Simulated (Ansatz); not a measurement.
Cost and result for the atomization energy of BrHInO, SMILES `[OH][In][Br]` radical (4 atoms, 3 bonds).

| atom | x (Å) | y (Å) | z (Å) |
| --- | --- | --- | --- |
| O1 | -0.7590 | -0.9224 | -0.3065 |
| In2 | 0.6493 | 0.2039 | 0.5654 |
| Br3 | 0.9413 | 2.5211 | -0.3337 |
| H4 | -0.8316 | -1.8026 | 0.0747 |

Charge 0, multiplicity 2. Correlated methods include outer-core shells of Br, In, which these sets cover unevenly. Scalar relativity is left out up to krypton. In takes the def2 core potential. The structure was optimised at the PBE0-D4/def2-TZVP level. It is one conformer, not always the lowest. Program: Ansatz. Hardware: A = 2 threads of a server CPU on a shared host; B = 2 threads of an AMD EPYC 7R13 on a shared host and a share of an NVIDIA H100 80 GB. Times are those of one run each, without the atoms' runs, and a repeat can differ threefold. Electronic energies, without spin–orbit coupling; frozen cores. CCSD(T)/CBS adds CCSD(T) − MP2 in def2-TZVPP to the MP2 limit, and its time is that of the two runs behind it. T1 = 0.018; ⟨S²⟩ of the reference is 0.76. With those shells the extrapolation isn't a true limit. B3LYP takes the VWN-RPA correlation (the form of Gaussian; ORCA's B3LYP/G). HSE06 is the plane-wave form, built on full-range PBE exchange.

CCSD(T)/CBS is a level of theory with its own doubt, some kJ/mol a heavy atom from the limit and from the frozen cores, so smaller differences don't rank the functionals.

```
                                 level  functions  wall time  atomization (kcal/mol)  difference from CCSD(T)/CBS  per bond
   PBE-D4/def2-TZVPP (with forces) [A]        143      4.1 s                   253.9                          4.6       1.5
                CCSD(T)/def2-TZVPP [B]        143      4.8 s                   237.4                        -11.9      -4.0
                PBE0-D4/def2-TZVPP [A]        143        6 s                   243.2                         -6.1      -2.0
               BHLYP-D4/def2-TZVPP [A]        143      6.5 s                   228.5                        -20.8      -6.9
               HSE06-D4/def2-TZVPP [A]        143      6.5 s                   243.5                         -5.8      -1.9
 B3LYP-D4/def2-TZVPP (with forces) [A]        143      7.5 s                   241.5                         -7.8      -2.6
r2SCAN-D4/def2-TZVPP (with forces) [A]        143      8.5 s                   250.6                          1.3       0.4
             r2SCANh-D4/def2-TZVPP [A]        143      8.5 s                   246.2                         -3.1      -1.0
               PBE-QIDH/def2-TZVPP [A]        143      8.5 s                   241.5                         -7.8      -2.6
                ωB97X-V/def2-TZVPP [A]        143       15 s                   245.5                         -3.8      -1.3
                CCSD(T)/def2-QZVPP [B]        258       17 s                   245.3                         -4.0      -1.3
                  CCSD(T)/def2-SVP [A]         77       18 s                   220.7                        -28.6      -9.5
                     CCSD(T)/CBS(def2)          –       22 s                   249.3                          0.0       0.0
```

The D4 term adds +3.1 kcal/mol with B3LYP and +1.6 kcal/mol with PBE0; it sums over pairs of atoms, weighted by their polarisabilities, and B3LYP, whose exchange is more repulsive, gets the larger term. Leaving LDA and LC-ωPBE aside and taking each functional with its dispersion term where it has one, the values spread over 25.4 kcal/mol, from BHLYP-D4 to PBE-D4. LDA lies +41.9 kcal/mol from PBE without D4, its usual overbinding. At CCSD(T), def2-SVP lies −28.6 kcal/mol from the extrapolated value and def2-TZVPP −11.9 kcal/mol: correlation converges slowly with the basis, and small sets miss more of it in the bonded molecule than in its fragments.

Spin–orbit coupling would lower the free In atoms strongly, and the atomization energy with them, by more than many differences here.
